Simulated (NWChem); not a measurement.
Everything below was run with NWChem. System: HFSi, charge 0, spin multiplicity 1, displaced from the optimised geometry. The structure started from a generated list of species.

Input file:

```
start mol
memory heap 200 mb stack 900 mb global 1100 mb
geometry units angstroms nocenter noautoz
  Si    -0.464861     0.413949     0.000000
  H      0.562911     1.612092     0.000000
  F      0.660571    -0.823042     0.000000
  symmetry group Cs
end
basis spherical
  * library def2-svp
end
dft
  xc becke88 perdew86
  semidirect memsize 60000000 filesize 0
  iterations 100
  convergence nodiis damp 40
end
task dft gradient
```

The output up to the point where the run's verdict is printed (cleaned and shortened):

```
             Northwest Computational Chemistry Package (NWChem) 7.3.0
             --------------------------------------------------------

                                NWChem Input Module
                                -------------------

 Scaling coordinates for geometry "geometry" by  1.889725989
 (inverse scale =  0.529177249)

 Turning off AUTOSYM since
 SYMMETRY directive was detected!

                             Geometry "geometry" -> ""
                             -------------------------

 Output coordinates in angstroms (scale by  1.889725989 to convert to a.u.)

  No.       Tag          Charge          X              Y              Z
 ---- ---------------- ---------- -------------- -------------- --------------
    1 Si                  14.0000    -0.46486100     0.41394900     0.00000000
    2 H                    1.0000     0.56291100     1.61209200     0.00000000
    3 F                    9.0000     0.66057100    -0.82304200     0.00000000

 Effective nuclear repulsion energy (a.u.)      46.5173121525

            Nuclear Dipole moment (a.u.)
            ----------------------------
        X                 Y               Z
 ---------------- ---------------- ----------------
    -0.0000075589    -0.0000000000     0.0000000000

      Symmetry information
      --------------------

 Group name             Cs
 Group number              2
 Group order               2
 No. of unique centers     3

      Symmetry unique atoms

     1    2    3


 Summary of "ao basis" -> "" (spherical)
 ------------------------------------------------------------------------------
       Tag                 Description            Shells   Functions and Types
 ---------------- ------------------------------  ------  ---------------------
 *                          def2-svp                  on all atoms

  perdew86 is a nonlocal functional; adding perdew81 local functional.

                                 NWChem DFT Module
                                 -----------------

 Summary of "ao basis" -> "ao basis" (spherical)
 ------------------------------------------------------------------------------
[...]
 d= 0,ls=0.5         52   -364.9950406131  1.09D+01  4.90D-01               1.3
 d= 0,ls=0.5         53   -375.9265436258 -1.09D+01  4.90D-01               1.3
 d= 0,ls=0.5         54   -364.9950406146  1.09D+01  4.90D-01               1.3
 d= 0,ls=0.5         55   -375.9265436268 -1.09D+01  4.90D-01               1.3
 d= 0,ls=0.5         56   -364.9950406153  1.09D+01  4.90D-01               1.4
 d= 0,ls=0.5         57   -375.9265436273 -1.09D+01  4.90D-01               1.4
 d= 0,ls=0.5         58   -364.9950406156  1.09D+01  4.90D-01               1.4
 d= 0,ls=0.5         59   -375.9265436275 -1.09D+01  4.90D-01               1.4
 d= 0,ls=0.5         60   -364.9950406157  1.09D+01  4.90D-01               1.4
 d= 0,ls=0.5         61   -375.9265436276 -1.09D+01  4.90D-01               1.5
 d= 0,ls=0.5         62   -364.9950406158  1.09D+01  4.90D-01               1.5
 d= 0,ls=0.5         63   -375.9265436277 -1.09D+01  4.90D-01               1.5
 d= 0,ls=0.5         64   -364.9950406158  1.09D+01  4.90D-01               1.5
 d= 0,ls=0.5         65   -375.9265436277 -1.09D+01  4.90D-01               1.6
 d= 0,ls=0.5         66   -364.9950406158  1.09D+01  4.90D-01               1.6
 d= 0,ls=0.5         67   -375.9265436277 -1.09D+01  4.90D-01               1.6
 d= 0,ls=0.5         68   -364.9950406158  1.09D+01  4.90D-01               1.6
 d= 0,ls=0.5         69   -375.9265436277 -1.09D+01  4.90D-01               1.6
 d= 0,ls=0.5         70   -364.9950406158  1.09D+01  4.90D-01               1.7
 d= 0,ls=0.5         71   -375.9265436277 -1.09D+01  4.90D-01               1.7
 d= 0,ls=0.5         72   -364.9950406158  1.09D+01  4.90D-01               1.7
 d= 0,ls=0.5         73   -375.9265436277 -1.09D+01  4.90D-01               1.7
 d= 0,ls=0.5         74   -364.9950406158  1.09D+01  4.90D-01               1.8
 d= 0,ls=0.5         75   -375.9265436277 -1.09D+01  4.90D-01               1.8
 d= 0,ls=0.5         76   -364.9950406158  1.09D+01  4.90D-01               1.8
 d= 0,ls=0.5         77   -375.9265436277 -1.09D+01  4.90D-01               1.8
 d= 0,ls=0.5         78   -364.9950406158  1.09D+01  4.90D-01               1.8
 d= 0,ls=0.5         79   -375.9265436277 -1.09D+01  4.90D-01               1.9
 d= 0,ls=0.5         80   -364.9950406158  1.09D+01  4.90D-01               1.9
 d= 0,ls=0.5         81   -375.9265436277 -1.09D+01  4.90D-01               1.9
 d= 0,ls=0.5         82   -364.9950406158  1.09D+01  4.90D-01               1.9
 d= 0,ls=0.5         83   -375.9265436277 -1.09D+01  4.90D-01               2.0
 d= 0,ls=0.5         84   -364.9950406158  1.09D+01  4.90D-01               2.0
 d= 0,ls=0.5         85   -375.9265436277 -1.09D+01  4.90D-01               2.0
 d= 0,ls=0.5         86   -364.9950406158  1.09D+01  4.90D-01               2.0
 d= 0,ls=0.5         87   -375.9265436277 -1.09D+01  4.90D-01               2.0
 d= 0,ls=0.5         88   -364.9950406158  1.09D+01  4.90D-01               2.1
 d= 0,ls=0.5         89   -375.9265436277 -1.09D+01  4.90D-01               2.1
 d= 0,ls=0.5         90   -364.9950406158  1.09D+01  4.90D-01               2.1
 d= 0,ls=0.5         91   -375.9265436277 -1.09D+01  4.90D-01               2.1
 d= 0,ls=0.5         92   -364.9950406158  1.09D+01  4.90D-01               2.1
 d= 0,ls=0.5         93   -375.9265436277 -1.09D+01  4.90D-01               2.2
 d= 0,ls=0.5         94   -364.9950406158  1.09D+01  4.90D-01               2.2
 d= 0,ls=0.5         95   -375.9265436277 -1.09D+01  4.90D-01               2.2
 d= 0,ls=0.5         96   -364.9950406158  1.09D+01  4.90D-01               2.2
 d= 0,ls=0.5         97   -375.9265436277 -1.09D+01  4.90D-01               2.3
 d= 0,ls=0.5         98   -364.9950406158  1.09D+01  4.90D-01               2.3
 d= 0,ls=0.5         99   -375.9265436277 -1.09D+01  4.90D-01               2.3
 d= 0,ls=0.5        100   -364.9950406158  1.09D+01  4.90D-01               2.3
```

The run did not converge; its last values are not results. The next line reads: Calculation failed to converge. NWChem stopped with the message: dft gradient failed.
